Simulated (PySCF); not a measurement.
Compound: C3H11B2N.
Bonds: B1–C2, C2–B3, B3–C4, B3–N5, N5–C6. Hydrogens: H7, H8 on B1; H9, H10 on C2; H11, H12, H13 on C4; H14 on N5; H15, H16, H17 on C6.

Computed with core-valence-separated Tamm–Dancoff BHandHLYP/aug-pcX-1 (pcseg-1 on H) in PySCF, non-relativistic, gas phase, PBE0-D3(BJ)/def2-SVP geometry.

Computed carbon K-edge spectrum, Gaussian lines of 0.4 eV full width, highest printed point 100; it ends one width below the last computed root. No shift to experiment was applied.

photon energy (eV), absorption and a bar:
```
    282.1          0 
    282.2          1 
    282.3          3 #
    282.4          6 ##
    282.5          9 ###
    282.6         10 ###
    282.7          8 ##
    282.8          5 #
    282.9          2 #
    283.0          1 
    283.1          0 
    283.2          0 
    283.3          0 
    283.4          0 
    283.5          0 
    283.6          0 
    283.7          0 
    283.8          0 
    283.9          0 
    284.0          1 
    284.1          3 #
    284.2          5 ##
    284.3         10 ###
    284.4         18 #####
    284.5         27 ########
    284.6         31 #########
    284.7         29 #########
    284.8         30 #########
    284.9         39 ############
    285.0         54 ################
    285.1         71 #####################
    285.2         87 ##########################
    285.3        100 ##############################
    285.4        100 ##############################
    285.5         82 #########################
    285.6         56 #################
    285.7         35 ##########
    285.8         27 ########
    285.9         30 #########
    286.0         37 ###########
```

Where are the maxima, and which lines make them up?

3 maxima:
- 282.6 eV: C2 (sp3 carbon bound to boron), 282.58 eV, f = 0.005, 100 % of the height at the exact maximum
- 284.6 eV: C2 (sp3 carbon bound to boron), 284.59 eV, f = 0.009, 56 % of the height at the exact maximum; C4 (sp3 carbon bound to boron), 284.58 eV, f = 0.006, 38 % of the height at the exact maximum
- 285.3 eV: C4 (sp3 carbon bound to boron), 285.31 eV, f = 0.022, 42 % of the height at the exact maximum; C4 (sp3 carbon bound to boron), 285.47 eV, f = 0.025, 38 % of the height at the exact maximum

Further lines of some strength in the range: C2, 285.03 eV, f = 0.020; C2, 285.28 eV, f = 0.007; C4, 285.83 eV, f = 0.002.

Roots within 0.03 eV on the same or equivalent atoms count as one line; shares under 12 % aren't listed.

Vibrational structure and lifetime widths aren't in the curve. The ionisation threshold wasn't computed; near and above it a finite basis only mimics Rydberg series and continuum.

Shape of the structure used: `[BH2:1][CH2:2][B:3]([CH3:4])[NH:5][CH3:6]`: B1–C2–B3–C4 -98°, C2–B3–N5–C6 1°.

One conformer stands for the species.
